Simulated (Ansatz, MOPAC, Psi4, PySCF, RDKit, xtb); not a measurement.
Complex: CHN (SMILES C#N) (first 3 atoms) with C2H6O (SMILES COC); geometry from B3LYP-D3(BJ)/def2-TZVP, rigid monomers moved along the line of their centres of mass till H3···O5 is 2.72 Å.
(charge 0, multiplicity 1):
```xyz
12

C     -0.293     0.188    -0.306
N     -0.362     0.310    -1.445
H     -0.227     0.074     0.765
C      0.148    -1.468     4.100
O     -0.046    -0.217     3.467
C      0.007     0.875     4.365
H     -0.628    -1.653     4.850
H      1.130    -1.516     4.585
H      0.092    -2.236     3.330
H     -0.776     0.795     5.128
H     -0.152     1.783     3.784
H      0.982     0.931     4.862
```

```
level                              interaction energy (meV)  cost
---------------------------------  ------------------------  ----
MMFF94                                               -159.5     -
UFF                                                   -18.5     -
GFN-FF                                               -112.8     -
AM1                                                   -79.0     -
PM3                                                   -68.6     -
PM6                                                   -96.9     -
PM7                                                  -100.9     -
GFN1-xTB                                              -87.3     -
GFN2-xTB                                             -123.6     -
HF/STO-3G (no counterpoise)                           -92.3     -
HF/3-21G (no counterpoise)                           -270.2     -
HF/6-31G*                                            -162.2     -
HF/6-31G* (no counterpoise)                          -186.1     -
HF/aug-cc-pVDZ                                       -153.4     -
PBE/def2-TZVPPD                                      -139.2    ×1
PBE-D3(BJ)/def2-TZVPPD                               -158.1    ×1
PBE-D4/def2-TZVPPD                                   -154.2    ×1
BP86/6-31G* (no counterpoise)                        -158.5     -
r2SCAN/def2-TZVPPD                                   -139.5    ×2
r2SCAN-D3(BJ)/def2-TZVPPD                            -150.4    ×2
r2SCAN-D4/def2-TZVPPD                                -148.2    ×2
B3LYP/3-21G (no counterpoise)                        -268.1     -
B3LYP/6-31G* (no counterpoise)                       -182.3     -
B3LYP/6-311+G** (no counterpoise)                    -155.1     -
B3LYP/def2-TZVPPD                                    -135.2    ×2
B3LYP-D3(BJ)/def2-TZVPPD                             -161.5    ×2
B3LYP-D4/def2-TZVPPD                                 -155.1    ×2
PBE0/def2-TZVPPD                                     -145.4    ×2
PBE0-D3(BJ)/def2-TZVPPD                              -164.2    ×2
PBE0-D4/def2-TZVPPD                                  -160.4    ×2
M06-2X/6-31G* (no counterpoise)                      -186.1     -
wB97X-V/def2-TZVPPD                                  -162.1    ×3
wB97M-V/def2-TZVPPD                                  -157.9    ×4
MP2/6-31G*                                           -157.0     -
MP2/6-31G* (no counterpoise)                         -204.1     -
MP2/aug-cc-pVDZ                                      -155.6     -
SCS-MP2/aug-cc-pVDZ                                  -148.5     -
CCSD/aug-cc-pVDZ                                     -152.0     -
CCSD(T)/aug-cc-pVDZ                                  -153.2   ×20
SAPT0/jun-cc-pV(D+d)Z                                -186.5     -
```

The rows run from -270.2 (HF/3-21G (no counterpoise)) to -18.5 meV (UFF). In aug-cc-pVDZ the value moves HF -153.4, MP2 -155.6, CCSD -152.0, CCSD(T) -153.2, a shift of 0.2 from HF to CCSD(T). The dispersion term adds -18.8 in PBE-D3(BJ), -15.0 in PBE-D4, -10.8 in r2SCAN-D3(BJ). The 6 functionals in def2-TZVPPD without D3 or D4 span 27.0, from wB97X-V to B3LYP.

Counterpoise-corrected where a basis set is named; no monomer relaxation. Rows marked so take none. RDKit's UFF carries no charges.

Correlated levels freeze the cores. Rows in 3-21G, 6-311+G**, 6-31G*, STO-3G carry no dispersion term and start afresh at each structure (6-31G* with six Cartesian d functions). MP2/6-31G* freezes PySCF's default core. The state that AM1, PM3, PM6, PM7 reach isn't checked; PM7 holds dispersion and hydrogen-bond terms.

The values were computed with Ansatz (an electronic-structure program); MOPAC for AM1, PM3, PM6, PM7 (differences of heats of formation); Psi4 for SAPT; PySCF for 3-21G rows, 6-311+G** rows, 6-31G* rows, STO-3G rows, the dispersion terms; RDKit for the force fields; xtb for the GFN methods. Values without a source in brackets are computed.

Costs are rough ratios of core time to PBE/def2-TZVPPD (about 13 s over the structures, on one shared machine); a dash marks a level with no comparable run of its own.
